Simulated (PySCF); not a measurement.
BBr2H2N. Atoms are numbered in the order given.

```xyz
6

B      0.0000     0.0000    -0.6449
Br     0.0000     1.6769     0.3227
Br     0.0000    -1.6769     0.3227
N      0.0000     0.0000    -2.0310
H      0.0000    -0.8554    -2.5746
H      0.0000     0.8554    -2.5746
```
Charge 0, spin multiplicity 1.

Geometry optimised at B3LYP-D3(BJ)/def2-SVP. One conformer was computed; it need not be the lowest.

Level of theory: HF/def2-TZVP (PySCF).

Gas-phase values at a fixed geometry.

```json
{
 "total_energy": "-5225.29091 hartree",
 "point_group": "C2v",
 "highest_occupied_level": "-11.04 eV",
 "lowest_empty_level": "3.13 eV",
 "orbital_gap": "14.17 eV",
 "dipole_moment": "2.91 D",
 "quadrupole, principal values (traceless, Buckingham form, about the centre of nuclear charge)": "-4.69, -3.95, 8.64 D·Å",
 "mean_static_polarisability": "56.4 bohr³ (8.35 Å³)",
 "polarisability_principal_values": "42.3, 57.7, 69.1 bohr³"
}
```
